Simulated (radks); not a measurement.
Problem. In IX, configuration [Kr] 4d5. Calculated with a radial shooting solver on a logarithmic mesh with Libxc functionals: scalar-relativistic Kohn-Sham, BLYP, spin-polarised, spherical densities, finite nucleus; open shells are filled with parallel spins first (spin-orbit coupling, left out, can overturn this in heavy ions); Fermi nuclear charge, rms radius 4.6156 fm. Some entries of the table are withheld. Estimate them.

orbital,occ.,eigenvalue (hartree),r(max) (bohr)
1s up,1,-1025.343,0.01922
1s down,1,-1025.343,0.01922
2s up,1,-158.0778,0.1086
2s down,1,-158.0196,0.1086
2p up,3,-142.4430,0.08691
2p down,3,-142.3983,0.08690
3s up,1,-34.19362,0.3153
3s down,1,-34.16443,0.3154
3p up,3,-29.07818,0.3085
3p down,3,-29.04489,0.3086
3d up,5,-21.15133,0.2575
3d down,5,-21.09986,0.2578
4s up,1,-9.37292,0.7600
4s down,1,-9.16327,0.7578
4p up,3,(1),0.7989
4p down,3,(2),0.7969
4d up,5,(3),0.8713
4d down,0,(4),0.8709

Solution. 
(1) 4p up eigenvalue (hartree): -7.77650
(2) 4p down eigenvalue (hartree): -7.56545
(3) 4d up eigenvalue (hartree): -5.38416
(4) 4d down eigenvalue (hartree): -5.18157
